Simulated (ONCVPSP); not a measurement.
# Which change was made? (Sn, ONCV)

tin, optimised norm-conserving Vanderbilt (ONCV), made with ONCVPSP 4.0.1 (LDA (Perdew-Wang 92), scalar-relativistic). Core [Kr] 4d10, reference 5s1.75 5p2.25. Waves: 5s: rc 2.15 bohr, ncon 4, nbas 8, qcut 3.1 1/bohr, 1 projector; 5p: rc 2.05 bohr, ncon 3, nbas 7, qcut 3.6 1/bohr, 2 projectors, debl 2.1 Ha; d scattering state at 0.29 Ha: rc 2.10 bohr, ncon 3, nbas 7, qcut 4.4 1/bohr, 1 projector. Local part: polynomial inside 1.70 bohr (lpopt 5, dvloc0 4 Ha). Core correction: Teter function, fcfact 1.5, rcfact 1.2.

Cutoffs, loose and tight: the cutoffs (Ha) at which the residual kinetic energy of the hardest occupied pseudo-wave falls to 1 and 0.1 mHa per electron. They do not see the model core or the augmentation charge, which bear on the density cutoff. Test errors are all-electron minus pseudo excitation energies from the reference, over the configurations 5s2 5p2; 5s2 5p1; 5s2 5p0; 5s1 5p0; variants that change the core or the reference have their own tests.

The base gives: outcome: generated; cutoff, loose: 9.6 Ha; cutoff, tight: 34 Ha; bound ghosts: none; GHOST(+) flags above zero: s; largest test error (meV): +154.

(1) After one change the result is: outcome: generated; cutoff, loose: 9.6 Ha; cutoff, tight: 34 Ha; bound ghosts: none; GHOST(+) flags above zero: s; largest test error (meV): +86. Which change was it?
A. core correction Teter function, fcfact 1.5, rcfact 1.72
B. core correction Teter function, fcfact 1.5, rcfact 1.3
C. core correction Teter function, fcfact 1.5, rcfact 0.98
D. core correction Teter function, fcfact 1.5, rcfact 2

Answers

(1) B. The others give: core correction Teter function, fcfact 1.5, rcfact 0.98 → outcome: generated; cutoff, loose: 9.6 Ha; cutoff, tight: 34 Ha; bound ghosts: none; GHOST(+) flags above zero: s; largest test error (meV): +248 | core correction Teter function, fcfact 1.5, rcfact 1.72 → outcome: generated; cutoff, loose: 9.6 Ha; cutoff, tight: 34 Ha; bound ghosts: none; GHOST(+) flags above zero: s; largest test error (meV): -386 | core correction Teter function, fcfact 1.5, rcfact 2 → outcome: generated; cutoff, loose: 9.6 Ha; cutoff, tight: 34 Ha; bound ghosts: none; GHOST(+) flags above zero: s; largest test error (meV): -778.
